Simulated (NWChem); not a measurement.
# CF2, singlet; SMILES F[C]F

Results from NWChem. Low-valent species are run as closed-shell singlets; no triplet was tried in these runs. Each level has its own optimisation; frequencies are unscaled.

For level PBE0/def2-SVP:

- r C–F (Å): 1.292
- highest harmonic frequency (cm⁻¹): 1302
- lowest (cm⁻¹): 696
- dipole (D): 0.80

Task: Estimate the same quantities for level BP86/def2-TZVP.

Result: r C–F (Å): 1.321
highest harmonic frequency (cm⁻¹): 1165
lowest (cm⁻¹): 638
dipole (D): 0.69
